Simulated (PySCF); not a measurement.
Ga(Me)2 (C2H6Ga), SMILES [CH3][Ga+][CH3], charge +1. Heavy atoms are numbered as in [Ga+:1]([CH3:2])[CH3:6]. Hydrogens are named by the atom that carries them.

Coordinates come from a r2SCAN-D4/def2-SVP optimisation. The geometry has at least one imaginary mode, so it is a saddle point at that level. The spin state was assumed, not searched. The isomer is the one that the SMILES or the coordinates give; other isomers of the formula were not compared.

These are PBE/pcSseg-1 in PySCF values and carry that method's errors.

GIAO shieldings, no solvent; atoms alike by connectivity are averaged. δ = σ(ref) − σ: ¹³C against TMS (σ = 182.0 ppm); ¹H against TMS (σ = 31.49 ppm), references at their B3LYP-D3(BJ)/def2-TZVP geometries, non-relativistic.

### Question
Estimate the chemical shifts. (The exact figures need the calculation; the answer reports its results.)

### Answer

| nucleus | atoms | count | δ (ppm) |
|---|---|---|---|
| ¹³C | C2 (CH3) | 2 | 16.0 |
| ¹H | H on C2 | 6 | 2.36 |
